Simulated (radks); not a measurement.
Species: the praseodymium ion Pr4+. Configuration: [Xe] 4f1.

Method: non-relativistic Kohn-Sham, BLYP, spin-polarised, spherical densities, point nucleus; open shells are filled with parallel spins first (spin-orbit coupling, left out, can overturn this in heavy ions); relativity is left out, which matters for an element this heavy; computed with a radial shooting solver on a logarithmic mesh with Libxc functionals.

Energy parts (hartree):
part                       energy
total                  -8921.2906
kinetic                 8918.8128
electron-nucleus      -21034.1639
Hartree                 3401.3603
exchange-correlation    -207.2999

Orbitals (lengths in bohr, moments of r in powers of bohr; r(90%) holds 90 % of the orbital's charge):
orbital  occ.  eigenvalue (hartree)      <r>      <r^4>   <1/r>  r(90%)
1s up       1             -1460.793  0.02573  1.979e-06   58.46  0.0457
1s down     1             -1460.793  0.02573  1.979e-06   58.46  0.0457
2s up       1             -229.5738   0.1101  0.0003415   13.51   0.169
2s down     1             -229.5735   0.1101  0.0003415   13.51   0.169
2p up       3             -217.4665  0.09352  0.0002195   13.54   0.151
2p down     3             -217.4663  0.09351  0.0002195   13.54   0.151
3s up       1             -51.00287   0.2875    0.01332   5.028   0.420
3s down     1             -50.98829   0.2874    0.01331   5.029   0.420
3p up       3             -45.74119   0.2773    0.01241   4.962   0.414
3p down     3             -45.72777   0.2772    0.01240   4.963   0.414
3d up       5             -35.93410   0.2483   0.009380   4.847   0.387
3d down     5             -35.92420   0.2482   0.009368   4.848   0.387
4s up       1             -11.54673   0.6503     0.3284   2.140   0.932
4s down     1             -11.51308   0.6503     0.3285   2.139   0.932
4p up       3              -9.56120   0.6682     0.3817   2.048   0.969
4p down     3              -9.52771   0.6683     0.3820   2.048   0.970
4d up       5              -6.06407   0.7137     0.5564   1.849    1.07
4d down     5              -6.03108   0.7140     0.5580   1.848    1.07
4f up       1              -1.94529   0.8930      2.114   1.409    1.47
4f down     0              -1.91532   0.8973      2.177   1.405    1.48
5s up       1              -2.81110    1.489      8.786  0.8856    2.12
5s down     1              -2.79669    1.493      8.882  0.8826    2.12
5p up       3              -2.22902    1.630      13.01  0.8023    2.34
5p down     3              -2.21746    1.636      13.17  0.7991    2.35
5d up       0              -1.34530    2.070      35.99  0.6219    3.04
5d down     0              -1.33912    2.079      36.54  0.6188    3.05
6s up       0              -1.07531    3.148      164.4  0.4099    4.39
6s down     0              -1.07259    3.155      165.7  0.4092    4.40
6p up       0              -0.90002    3.485      249.5  0.3715    4.88
6p down     0              -0.89773    3.492      251.6  0.3708    4.89

The highest occupied level is 4f up at -52.934 eV. Spin moment in Bohr magnetons: 1. The density falls to 0.001 e/bohr^3 at r = 3.31 bohr. For comparison, the ionisation energy in NIST's Atomic Spectra Database is 57.53 eV (semi-empirical). In exact Kohn-Sham theory the highest level is minus the ionisation energy, but local and semilocal functionals leave it too shallow, through self-interaction and a potential that decays too fast; potentials with the right tail come closer.
